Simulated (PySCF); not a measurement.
## Radial density of Si (silicon, neutral)

r2SCAN0, [Ne] 3s1 3p2 4s1, high-spin 5P determinant (an excited configuration). All numbers are calculated (PySCF 2.14, the spin-free X2C one-electron Hamiltonian (Gaussian nucleus), in aug-cc-pCVQZ-DK (10s9p7d5f3g, 134 functions)).

| r (bohr) | 4πr²ρ (e/bohr) | 4πr²(ρα − ρβ) |
| --- | --- | --- |
| 0.00179 | 0.07913 | 0.0003 |
| 0.00301 | 0.2080 | 0.0007 |
| 0.00506 | 0.5378 | 0.0018 |
| 0.00851 | 1.344 | 0.0045 |
| 0.0143 | 3.165 | 0.0106 |
| 0.0241 | 6.715 | 0.0221 |
| 0.0405 | 11.92 | 0.0380 |
| 0.0682 | 15.74 | 0.0474 |
| 0.115 | 13.49 | 0.0510 |
| 0.193 | 9.683 | 0.1398 |
| 0.324 | 13.27 | 0.3196 |
| 0.546 | 12.11 | 0.1153 |
| 0.918 | 3.516 | 0.1602 |
| 1.54 | 1.545 | 1.3816 |
| 2.60 | 1.065 | 1.0648 |
| 4.37 | 0.2962 | 0.2962 |
| 7.34 | 0.1552 | 0.1552 |
| 12.4 | 0.002219 | 0.0022 |

Densities and radii are taken from the X2C orbitals without a picture-change correction, which distorts them close to the nucleus.

The outer electron is Rydberg-like, and this basis confines it to a smaller radius and binds it less than a complete one would.
